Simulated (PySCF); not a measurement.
CHO2, SMILES O=C=[OH+], charge +1.

Geometry: PBE0-D3(BJ)/def2-TZVP. The isomer is the one that the SMILES or the coordinates give; other isomers of the formula were not compared.

Method: PBE/def2-TZVPD (PySCF).

**Question.** Estimate the frontier levels, gap, dipole moment and polarisability. (Estimate from the structure and the level; the computed values follow.)

**Answer.** 
| Quantity | Result |
|---|---|
| highest occupied level | -17.88 eV |
| lowest empty level | -9.72 eV |
| orbital gap | 8.16 eV |
| dipole moment about the centre of nuclear charge | 3.24 D |
| mean static polarisability | 15.3 bohr³ (2.27 Å³) |
| polarisability, principal values | 10.6, 11.3, 23.9 bohr³ |
